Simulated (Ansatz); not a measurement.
Relaxation of BClFH₃O (7 atoms, charge 0, multiplicity 1), to a largest force component of 0.03 eV/Å in at most 50 steps.

Computed with RKS BHLYP/def2-SVP in Ansatz.

```xyz
7
Properties=species:S:1:pos:R:3
B 0.058 -0.337 -0.091
H 0.066 -0.441 1.100
Cl 1.603 -0.271 -0.921
O -1.060 -0.373 -0.811
H -1.861 -0.409 -0.295
F 0.028 1.975 0.927
H 0.366 1.352 1.510
```

Q: Where does it end, and by what steps?

A: It converged. After 23 steps the energy has fallen by 0.168 eV; H7 moved furthest, 0.90 Å.

```
step  energy less start (eV)  largest force component (eV/Å)  accepted
   0                  0.0000                           0.178       yes
   1                 -0.0322                           0.572       yes
   2                  0.0110                           1.802        no
   3                 -0.0434                           0.281       yes
   4                 -0.0462                           0.624       yes
   5                 -0.0636                           0.330       yes
   6                 -0.0666                           0.250       yes
   7                 -0.0846                           0.137       yes
   8                 -0.0534                           2.486        no
   9                 -0.1008                           0.234       yes
  10                 -0.1136                           0.332       yes
  11                 -0.1001                           2.005        no
  12                 -0.1261                           0.176       yes
  13                 -0.1391                           0.461       yes
  14                 -0.1455                           1.028       yes
  15                 -0.1567                           0.644       yes
  16                 -0.1590                           0.344       yes
  17                 -0.1626                           0.181       yes
  18                 -0.1254                           1.373        no
  19                 -0.1670                           0.039       yes
  20                 -0.1600                           0.603        no
  21                 -0.1673                           0.062       yes
  22                 -0.1667                           0.217        no
  23                 -0.1677                           0.025       yes
```

```xyz
7
Properties=species:S:1:pos:R:3
B -0.047 -0.481 0.007
H -0.151 -1.055 1.046
Cl 1.572 0.052 -0.503
O -1.052 -0.251 -0.829
H -1.903 -0.533 -0.501
F 0.006 1.942 1.343
H 0.775 1.822 0.856
```

Whether the end is a true minimum wasn't checked by a vibrational analysis.

Time of the run: 69 s on 1 thread of Arm Neoverse V1, with other jobs on the host, peak memory 0.16 GiB.
